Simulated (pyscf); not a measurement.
Single points on ωB97X-D3(BJ)/def2-SVP structures (PySCF, gas phase).

**Question.** What is the homolytic dissociation enthalpy (298 K, ωB97M-D3(BJ)/def2-TZVP) of the Ga–In bond of H₂Ga–InH–AsH₂ (SMILES [GaH2][InH][AsH2]), to GaH₂• + [H₂As–InH]•?

**Answer.** Ga–In to GaH₂• + [H₂As–InH]•: 54.5 kcal/mol. The 7 functionals that were run give +49.3 (M06-2X) to +63.8 kcal/mol (ωB97X-D3(BJ)). The radicals are drawn with the spin at the cut bond; how far it spreads was not checked. Other isomers of [H₂As–InH]• were not searched in full and may lie lower. Elements up to Kr have no core potential and no relativistic terms here. Elements past Kr carry the def2 core potentials, without spin-orbit coupling.
